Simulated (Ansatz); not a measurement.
NbS₄. Charge 0, multiplicity 2. Geometry PBE0-D4/def2-SVP.

```xyz
5

Nb    0.322   -0.379    0.027
S    -1.639    0.173    1.172
S    -0.683   -1.602    1.781
S     1.817    0.269   -1.682
S     0.183    1.540   -1.299
```

In the def2 sets Nb takes a core potential; there is no spin–orbit coupling. HSE06 is defined as in plane-wave codes, on full-range PBE exchange. No other spin state of charge 0 was run. Another isomer (doublet) lies 0.18 eV lower at PBE0-D4/def2-TZVP; other spin states weren't run for this one.

(1) Estimate the α-spin orbital energies around the gap (eV) in Ansatz with PBE-D4/def2-TZVP, r2SCAN-D4/def2-TZVP, r2SCANh-D4/def2-TZVP, PBE0-D4/def2-TZVP, HSE06-D4/def2-TZVP.

## Answers

(1) 
```csv
orbital,PBE-D4/def2-TZVP,r2SCAN-D4/def2-TZVP,r2SCANh-D4/def2-TZVP,PBE0-D4/def2-TZVP,HSE06-D4/def2-TZVP
HOMO−9,-9.63,-10.02,-10.50,-10.95,-10.55
HOMO−8,-9.48,-9.84,-10.29,-10.72,-10.32
HOMO−7,-8.87,-9.19,-9.67,-10.18,-9.77
HOMO−6,-8.40,-8.74,-9.20,-9.66,-9.26
HOMO−5,-8.08,-8.41,-8.84,-9.27,-8.88
HOMO−4,-7.47,-7.78,-8.22,-8.68,-8.28
HOMO−3,-7.01,-7.29,-7.70,-8.16,-7.77
HOMO−2,-6.35,-6.57,-6.97,-7.43,-7.02
HOMO−1,-5.40,-5.95,-6.50,-6.94,-6.52
HOMO,-5.36,-5.55,-5.89,-6.29,-5.91
LUMO,-4.18,-4.14,-3.89,-3.51,-3.88
LUMO+1,-3.83,-3.89,-3.67,-3.27,-3.64
LUMO+2,-3.83,-3.77,-3.47,-3.08,-3.45
LUMO+3,-2.55,-2.44,-2.09,-1.63,-2.00
LUMO+4,-2.24,-2.05,-1.70,-1.29,-1.67
LUMO+5,-0.78,-0.62,-0.41,-0.23,-0.57
β HOMO,-5.45,-5.67,-6.05,-6.47,-6.09
β LUMO,-4.01,-3.85,-3.58,-3.29,-3.65
```
